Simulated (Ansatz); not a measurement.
```xyz
6

N     0.003   -0.606    1.030
V    -0.066    0.137   -0.372
F    -1.198   -0.686   -1.373
Cl   -0.686    2.152    0.007
Cl    1.900    0.084   -1.217
H     0.048   -1.080    1.925
```

Total charge 0; spin multiplicity 1.

(1) List the ωB97M-V/def2-TZVPP orbital energies in eV (Ansatz). (Estimate.)

## Answers

(1) Computed: Occupied: -5373.59, -2772.25, -2772.25, -677.93, -616.22, -518.96, -518.92, -518.78, -396.33, -262.65, -262.65, -200.09, -200.09, -200.03, -200.03, -200.00, -200.00, -79.16, -52.39, -52.24, -52.11, -35.42, -26.09, -25.61, -25.50, -16.77, -16.13, -15.41, -15.40, -13.82, -13.60, -13.06, -13.04, -12.59, -11.74, -11.60, -11.11. Lowest empty: -1.52, -1.30, -0.36, -0.12, 0.15, 1.18, 2.83, 4.05.
